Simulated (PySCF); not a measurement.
Gas-phase reaction: Si3O3 + 3 H2O2 → 3 SiO(OH)2

Computed with PySCF (xtb for GFN2) and rigid-rotor harmonic-oscillator thermochemistry at 1 bar. S°(298 K) at PBE0/def2-TZVP differs from the NASA 1993 table for H2O2 (-8 J/mol/K); whether the harmonic model or the table's entry is off was not settled. † marks an energy on the PBE0/def2-TZVP geometry and frequencies; other levels use their own. CCSD(T) freezes the core. 6-31G* has spherical d functions here. All species are closed-shell singlets. B3LYP is the form with VWN-RPA correlation. No R ln 2 is added for the mirror-image form of H2O2. Si3O3, SiO(OH)2: computed as isolated molecules; such fragments, hydroxides, amides, oligomers or adducts are transient or little studied in the gas. CCSD(T) isn't extrapolated to the basis-set limit; its ΔH°(298 K) is -1095.0 kJ in def2-SVP and -1238.4 kJ in def2-TZVPP. The harmonic model lacks anharmonicity and excited electronic states, which grow with temperature; levels with a mode under 35 cm⁻¹ are left out. Internal rotation in H2O2, SiO(OH)2 is treated as a harmonic vibration of one conformer, which makes the entropy rough. Soft modes under 120 cm⁻¹ make the harmonic entropy rough for Si3O3. Warning, point group unlike the PBE0 one: H2O2 (GFN2-xTB).

ΔH° and ΔS° at 298 K: B3LYP/6-31G* -1083 kJ, -135 J/K; B3LYP/def2-TZVP† -1213 kJ, -136 J/K; CCSD(T)/def2-SVP† -1095 kJ, -136 J/K; GFN2-xTB -1387 kJ, -137 J/K; PBE0/def2-TZVP -1219 kJ, -136 J/K.

### Question
With the heat capacities included, give log10 K (1 bar) at 800, 1200, 1400, 1600, 1800 K from B3LYP/6-31G*, B3LYP/def2-TZVP†, CCSD(T)/def2-SVP†, GFN2-xTB, PBE0/def2-TZVP.

### Answer
```csv
T (K),B3LYP/6-31G*,B3LYP/def2-TZVP†,CCSD(T)/def2-SVP†,GFN2-xTB,PBE0/def2-TZVP
800,63.9,72.4,64.6,83.6,72.7
1200,40.5,46.2,41.0,53.6,46.5
1400,33.9,38.8,34.3,45.0,39.0
1600,28.9,33.2,29.3,38.6,33.4
1800,25.1,28.9,25.4,33.7,29.1
```
